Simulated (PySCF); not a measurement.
**Correlation energy of Ar⁺ (argon, charge +1)**

[Ne] 3s2 3p5, 2P determinant. Computed with PySCF 2.14 in x2c-TZVPPall with one added diffuse shell each of s, p, d type (6s6p4d1f, 51 functions), with the spin-free X2C one-electron Hamiltonian (Gaussian nucleus). Frozen: [Ne]; 7 electrons correlated.

```json
{"level": "CCSD", "correlation energy (mhartree)": "-191.75"}
{"level": "(T)", "correlation energy (mhartree)": "-5.39"}
{"level": "CCSD(T)", "correlation energy (mhartree)": "-197.14"}
```

Diagnostics: T1 = 0.0065, D1 = 0.0220, largest double amplitude 0.039.

Is a single reference adequate?

Yes: T1 lies below 0.03 and no double amplitude reaches 0.07.
